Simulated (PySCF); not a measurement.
Bond length, frequency and bond energy of ZnSi by level of theory

State: ³Σ⁻ (triplet), unpaired electrons π ↑↑. Set-up: PySCF, no relativity, basis sets Zn 6-31G(d,p), Si 6-31G(d,p). De refers to Zn + Si in their high-spin ground configurations, without counterpoise correction. The functionals are run spin-unrestricted. A positive dipole means Zn(−)Si(+).

| Level | Re (Å) | ωe (cm⁻¹) | De (eV) | μ (D) |
| --- | --- | --- | --- | --- |
| ROHF | 2.627 | 140 | 0.218 | -3.04 |
| ROHF-MP2 | 2.341 | 281 | 0.83 | n/a |
| ROHF-SCS-MP2 | 2.378 | 259 | 0.67 | n/a |
| ROHF-CCSD | 2.396 | 253 | 0.66 | n/a |
| ROHF-CCSD(T) | 2.372 | 269 | 0.76 | n/a |
| PBE | 2.272 | 315 | 1.52 | -2.56 |
| PW91 | 2.269 | 315 | 1.53 | -2.51 |
| r²SCAN | 2.264 | 321 | 1.53 | -2.81 |
| r²SCANh | 2.279 | 312 | 1.42 | -2.92 |
| PBE0 | 2.307 | 296 | 1.27 | -2.99 |
| M06 | 2.277 | 315 | 1.26 | -1.89 |
| HSE06 | 2.304 | 297 | 1.28 | -2.88 |

(1) Which functional lies closest to ROHF-CCSD(T) in De, which farthest, and by how much do they differ from it?

(2) What does a quarter of exact exchange do here, going from PBE to PBE0?

(3) What does the step from GGA to meta-GGA do here, going from PBE to r²SCAN?

Correlated steps freeze 10 core orbitals. Correlated levels converge slowly with the basis: in double zeta they bind strong bonds too weakly, by up to about 1 eV, and carry superposition errors of some tenths. The state was picked by a PBE0 search and need not be the measured ground state.

Results:

(1) Closest is M06 (-9.5 pm in Re, +17.1 % in ωe, +0.50 eV in De against ROHF-CCSD(T) in the same basis), farthest PW91 (-10.3 pm in Re, +17.1 % in ωe, +0.77 eV in De). CCSD(T) converges more slowly with the basis than the functionals do and binds too weakly in this one, so the order can change at the basis-set limit.

(2) PBE0 less PBE: +3.5 pm in Re, -6.0 % in ωe, -0.25 eV in De. Exact exchange removes part of the self-interaction that spreads semilocal densities, and in most molecules shortens and stiffens the bond and lowers De; here Re and ωe go the other way.

(3) r²SCAN less PBE: -0.8 pm in Re, +1.9 % in ωe, +0.01 eV in De.
